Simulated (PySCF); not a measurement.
PbH2, SMILES [PbH2] (connectivity only; charge and spin as stated), neutral, multiplicity 1. Heavy atoms are numbered as in [PbH2:1]. Hydrogens are named by the atom that carries them.

The structure is a stationary point at B3LYP-D3(BJ)/def2-TZVPD. The def2 effective core potentials stand for the cores of Pb; spin–orbit coupling is left out.

Method: HF/def2-TZVPD (PySCF).

Mulliken values depend strongly on the basis, most of all with diffuse functions as here. ESP charges are fitted to the potential on shells at 1.4 to 2.0 van der Waals radii. Atomic charges (e), one atom of each kind:

| atom | Mulliken | ESP fit |
|---|---|---|
| Pb1 (PbH2) | 0.20 | [?] |
| H on Pb1 | -0.10 | [?] |

Q: Some entries are withheld; supply them. (Estimate from the structure and the level; the computed values follow.)

A: 
- Pb1 (PbH2), ESP fit: 0.33
- H on Pb1, ESP fit: -0.17
